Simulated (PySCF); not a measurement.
tetrasilane (H10Si4), SMILES [SiH3][SiH2][SiH2][SiH3]. Atoms are numbered in the order given.

```xyz
14

Si     2.0481     0.2087     0.9851
Si     1.0926    -0.4082    -1.0545
Si    -1.0926     0.4082    -1.0545
Si    -2.0481    -0.2087     0.9851
H      3.5088    -0.0927     1.0302
H      1.3649    -0.5379     2.0829
H      1.8449     1.6712     1.2088
H      1.8858     0.1346    -2.1980
H      1.0625    -1.8993    -1.1527
H     -1.0625     1.8993    -1.1527
H     -1.8858    -0.1346    -2.1980
H     -1.8449    -1.6712     1.2088
H     -3.5088     0.0927     1.0302
H     -1.3649     0.5379     2.0829
```

The structure is a stationary point at ωB97X-D3(BJ)/def2-SVP. The values are those of a single conformer.

The numbers are results of PBE0/pcSseg-1 (PySCF), not measurements.

GIAO shieldings, no solvent; atoms listed in one row are averaged. δ = σ(ref) − σ: ²⁹Si against TMS (σ = 352.7 ppm); ¹H against TMS (σ = 31.56 ppm), references at their B3LYP-D3(BJ)/def2-TZVP geometries, non-relativistic.

| nucleus | atoms | count | δ (ppm) |
|---|---|---|---|
| ²⁹Si | Si1, Si4 | 2 | -106.5 |
| ²⁹Si | Si2, Si3 | 2 | -117.0 |
| ¹H | H5, H6, H7, H12, H13, H14 | 6 | 3.85 |
| ¹H | H11, H8 | 2 | 3.85 |
| ¹H | H9, H10 | 2 | 3.70 |
